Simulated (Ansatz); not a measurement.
`O[SiH2]S[Si](O)(O)O` + `[SiH3]P` → `O[SiH2]P[SiH3]` + `O[Si](O)(O)S`  (ligand exchange at the Si–S bond)

Gas-phase electronic energies from Ansatz, PBE0-D4/def2-TZVP geometries. CBS: MP2 limit from def2 TZ/QZ plus the TZ coupled-cluster correction, frozen cores. This one scheme is used for every species. Functionals use def2-TZVPP. One conformer a species, not always the lowest.

`O[SiH2]S[Si](O)(O)O`:

```xyz
13

O    -0.804   -1.782    0.076
Si    0.822   -1.849   -0.194
S     1.703    0.094   -0.017
Si   -0.127    1.204   -0.029
O     0.254    2.782   -0.012
O    -0.980    0.863    1.332
O    -1.073    0.864   -1.302
H    -1.093   -1.291    0.855
H     1.523   -2.730    0.773
H     0.957   -2.377   -1.569
H     0.790    3.130   -0.725
H    -0.579    1.133    2.161
H    -1.395   -0.041   -1.349
```

`[SiH3]P`:

Z-matrix (Å, degrees):
```
Si
P 1 2.255
H 1 1.487 2 113.9
H 1 1.486 2 108.0 3 -121.2
H 1 1.486 2 108.0 3 121.2
H 2 1.421 1 93.8 3 -46.7
H 2 1.421 1 93.8 3 47.0
```

`O[SiH2]P[SiH3]`:

```xyz
11

O     0.234   -0.750    1.807
Si   -0.974   -1.044    0.723
P    -1.090    0.341   -1.042
Si    1.117    0.748   -1.204
H     0.268    0.116    2.215
H    -2.310   -0.997    1.377
H    -0.700   -2.405    0.207
H    -1.387    1.501   -0.276
H     1.707    1.335    0.028
H     1.792   -0.540   -1.508
H     1.343    1.694   -2.327
```

`O[Si](O)(O)S`:

Cartesian coordinates in Å:
```
O 1.471 0.536 0.348
Si 0.003 -0.009 -0.100
O 0.121 -1.635 -0.144
O -0.503 0.457 -1.582
S -1.405 0.782 1.279
H 2.218 -0.005 0.085
H -0.617 -2.122 -0.514
H -0.692 1.388 -1.710
H -0.596 0.607 2.337
```

(1) Is it downhill or uphill in electronic energy at CCSD(T)/CBS, and by how much? (An estimate is asked.)

(2) What do these levels give: ωB97X-V, ωB97M-V, B2PLYP, MP2/def2-TZVPP, CCSD/def2-TZVPP, CCSD(T)/def2-TZVPP? (Estimate.)

Largest T1 diagnostic among the species: 0.013.

Answers

(1) Computed: Uphill: ΔE = +50.2 kJ/mol.

(2) The calculation gave: ωB97X-V 51.1, ωB97M-V 54.5, B2PLYP 49.5, MP2/def2-TZVPP 52.9, CCSD/def2-TZVPP 49.4, CCSD(T)/def2-TZVPP 50.7 kJ/mol.

The D4 term adds +5.9 kJ/mol with B3LYP and +3.2 kJ/mol with PBE0; it sums over pairs of atoms, weighted by their polarisabilities, and B3LYP, whose exchange is more repulsive, gets the larger term.

B3LYP here is the variant with VWN-RPA as its local correlation; programs differ in this.
